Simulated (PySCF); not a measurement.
**Telling isomers of C5H6F2O apart by NMR**

PySCF 2.14 calculation with geometry from GFN2-xTB, NMR shieldings at PBE0/pcSseg-1/GIAO and J couplings at B3LYP/pcJ-1 (spin–dipole term left out of most H,H and C,H couplings); non-relativistic Hamiltonian, no solvent, rapidly exchanging positions averaged, one computed conformer.

Scale: $^{1}$H and $^{13}$C vs TMS (reference shieldings calculated alike). Multiplet labels drop J under 1 Hz and among equivalent protons, and merge close values. Unscaled 3J(H,H) run several per cent high. Splittings of carbon signals by F and P are missing where no couplings were computed. Where no couplings were computed, multiplicities follow the n + 1 count of equivalent neighbours, and m marks all less simple cases (inequivalent or close neighbours, rings, F or P nearby). One-bond C–F couplings are unscaled and too large by tens of Hz. Shifts are as computed. Against solution values, carbons near 30 ppm lie about +3 ppm off and those near 130 ppm about +5 ppm. Of 1211 compounds with measured shifts, 218 miss one by over three times the rms of a fit or turn the order of signals round; such compounds aren't used in these exercises.

(1) Tabulate the signals of `C=C/C=C\OC(F)F`, `C=C(F)/C(F)=C\OC` and their relative energies.

(2) What is the quickest way to tell C=C/C=C\OC(F)F from C=C(F)/C(F)=C\OC?

Answers

(1) 
| SMILES | carbon types | δC | δH | E rel. (kcal/mol) |
| --- | --- | --- | --- | --- |
| C=C/C=C\OC(F)F | 4×CH 1×CH2 | 145.6, 137.4, 125.7, 124.2, 120.8 | 7.23 (dtd, 1H), 6.50 (t, 1H), 6.13 (dq, 1H), 5.64 (ddd, 1H), 5.50 (dd, 1H), 5.49 (ddd, 1H) | 0.0 |
| C=C(F)/C(F)=C\OC | 2×C 1×CH 1×CH2 1×CH3 | 167.7, 149.9, 145.6, 94.5, 61.4 | 6.69 (m, 1H), 4.98 (m, 1H), 4.80 (m, 1H), 3.83 (s, 3H) | 19.2 |

Energies are electronic energies at PBE0/pcSseg-1 on these geometries, without zero-point or thermal terms, each for the one conformer computed, which needn't be the lowest.

(2) Both give the same number of carbon signals, but DEPT or the intensities differ. The first has a terminal =CH2 carbon at 124.2 ppm, the second a fully substituted alkene carbon (C) at 167.7 ppm. Their most deshielded carbons lie at 145.6 and 167.7 ppm. In the proton spectra the most deshielded non-exchanging signals are 7.23 (dtd, J = 18.2, 11.6, 1.3 Hz, 1H) and 6.69 (m, 1H).
